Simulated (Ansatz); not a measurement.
A nudged elastic band was laid between two geometries of CH5AlFNSSi (11 atoms, charge 0, multiplicity 1).

Method: RKS PBE/def2-SVP in Ansatz.

```
movable images  : 4
climbing image  : no
spring          : 5.0 eV/Å²
optimiser       : quadratic models (default)
start path      : IDPP
force threshold : 0.03 eV/Å
iteration limit : 60
end points      : relaxed
```

Initial state:

```xyz
11
Properties=species:S:1:pos:R:3
F -0.075 -1.703 -0.972
C 0.189 -0.692 -0.030
S 1.631 -1.237 1.010
N -0.936 -0.474 0.828
Al -1.537 1.221 0.532
Si 0.376 1.061 -0.936
H 2.445 -1.564 -0.034
H -1.187 -1.279 1.416
H -2.753 1.937 1.277
H 1.681 1.749 -0.641
H 0.231 0.924 -2.429
```

Final state:

```xyz
11
Properties=species:S:1:pos:R:3
F -0.463 -1.752 -1.012
C 0.138 -0.795 -0.163
S 1.678 -1.686 0.401
N -0.738 -0.425 0.900
Al -1.411 1.222 0.486
Si 0.339 0.905 -1.150
H 2.116 -0.662 1.185
H -0.893 -1.164 1.599
H -2.551 2.005 1.280
H 1.674 1.547 -0.870
H 0.177 0.748 -2.636
```

Task: Which bonds break or form, and what moves?

Result: No bond is made or broken. The dihedral Si6–C2–S3–H7 goes from -74 to 61°.

Task: Give the energies along the band, and the barrier.

Result: It converged. The highest image is number 3 of 0 to 5, 0.124 eV above the first end and 0.079 eV above the last; the last end lies 0.046 eV above the first. No image climbed, so the highest image needn't sit at the top of the path.

| image | path coordinate (Å) | energy (eV) | dihedral Si6–C2–S3–H7 (°) |
| --- | --- | --- | --- |
| 0 | 0.00 | 0.000 | -74 |
| 1 | 0.49 | 0.038 | -51 |
| 2 | 0.98 | 0.120 | -20 |
| 3 | 1.47 | 0.124 | 11 |
| 4 | 1.96 | 0.069 | 39 |
| 5 | 2.45 | 0.046 | 61 |

Task: What is the geometry of the highest image?

Result: 
```xyz
11
Properties=species:S:1:pos:R:3
F -0.550 -1.769 -0.884
C 0.076 -0.817 -0.050
S 1.570 -1.699 0.639
N -0.844 -0.375 0.958
Al -1.412 1.290 0.492
Si 0.370 0.848 -1.077
H 2.457 -0.700 0.389
H -1.066 -1.073 1.679
H -2.522 2.175 1.219
H 1.735 1.423 -0.784
H 0.252 0.641 -2.561
```

The band took 6 iterations and roughly 2.7 core-minutes.

The run took 82 s on 2 threads of Arm Neoverse V1 (shared host), peak memory 0.17 GiB.
